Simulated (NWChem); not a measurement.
System: MgHSeI; SMILES [SeH][Mg][I]

NWChem input:

```
start job
memory heap 200 mb stack 900 mb global 1100 mb
geometry units angstroms noautoz
  Mg    -0.076425     0.601124     0.000201
  I     -0.275691    -1.961733    -0.000365
  Se     0.145837     3.026024     0.000918
  H     -1.338667     3.123479    -0.007586
end
basis spherical
  Mg library def2-svp
  I library def2-svp
  Se library def2-svp
  H library def2-svp
end
ecp
  I library def2-ecp
end
dft
  xc b3lyp
  iterations 150
  mulliken
end
task dft energy
```

Coordinates come from a PBE-D3(BJ)/def2-SVP optimisation. def2 effective core potentials on I; no spin-orbit coupling.

**Question.** Give the results of this calculation. (B3LYP/def2-SVP with def2 effective core potentials on I.) Quantities: energy (Ha); highest occupied level (eV); orbital gap (eV); dipole (D).

**Answer.** The energy (Ha) comes out as -2899.84. The highest occupied level (eV) is -6.69 and the orbital gap (eV) comes out as 4.78. The dipole (D) is 0.72.
